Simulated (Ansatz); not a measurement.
Isolated molecules relaxed with PBE0-D4/def2-TZVP in Ansatz; ΔE leaves out vibrations. CBS: MP2 limit from def2 TZ/QZ plus the TZ coupled-cluster correction, frozen cores. This one scheme is used for every species. DFT in def2-TZVPP.

Consider the hydrogenolysis of a C–F bond: `C/C([SiH3])=C\F` + H₂ → `C=C(C)[SiH3]` + H–F.

**Question.** Is it downhill or uphill in electronic energy at CCSD(T)/CBS, and by how much? (Estimate.)

**Answer.** Ansatz gave: Downhill: ΔE = -21.6 kcal/mol.

**Question.** What do these levels give: PBE-D4, PBE0-D4, ωB97M-V, HF/def2-TZVPP, HF/CBS(def2), MP2/CBS(def2)? (An estimate is asked.)

**Answer.** The calculation gave: PBE-D4 -16.7, PBE0-D4 -18.9, ωB97M-V -18.4, HF/def2-TZVPP -21.5, HF/CBS(def2) -21.5, MP2/CBS(def2) -22.6 kcal/mol.

Largest T1 diagnostic among the species: 0.012.

From PBE to PBE0 (25 % exact exchange), in def2-TZVPP and without D4, ΔE moves by −2.1 kcal/mol.
